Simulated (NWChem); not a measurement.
System: CH₃ClOSi, singlet; SMILES [Si](OC)Cl

Here is an NWChem input.

```
start job
memory heap 200 mb stack 900 mb global 1100 mb
geometry units angstroms noautosym nocenter noautoz
  Si     1.127177     0.120320    -0.000310
  Cl    -0.487722     1.505819     0.000044
  O      0.339752    -1.326480     0.000232
  C     -0.991694    -1.776848     0.001232
  H     -1.702758    -0.935626    -0.002419
  H     -1.164630    -2.401805    -0.888614
  H     -1.165841    -2.394815     0.895683
end
basis spherical
  * library def2-svp
end
dft
  xc b3lyp
  iterations 150
end
cosmo
  do_cosmo_smd true
  solvent meg
end
task dft energy
```

Low-valent species are run as closed-shell singlets; no triplet was tried in these runs. Coordinates come from a PBE0/def2-SVP optimisation. Solvent: ethylene glycol.

Level: B3LYP/def2-SVP with SMD (1 M gas to 1 M solution), gas-phase geometry. Reactions with the solvent are ignored.

Q: Give the results of this calculation. (B3LYP/def2-SVP, SMD on the gas-phase geometry.) Quantities: solvation free energy (kcal/mol); cavity-dispersion-structure term (kcal/mol); dipole in solution (D).

A: 
| Quantity | Value |
|---|---|
| solvation free energy (kcal/mol) | -1.0 |
| cavity-dispersion-structure term (kcal/mol) | 1.7 |
| dipole in solution (D) | 1.97 |
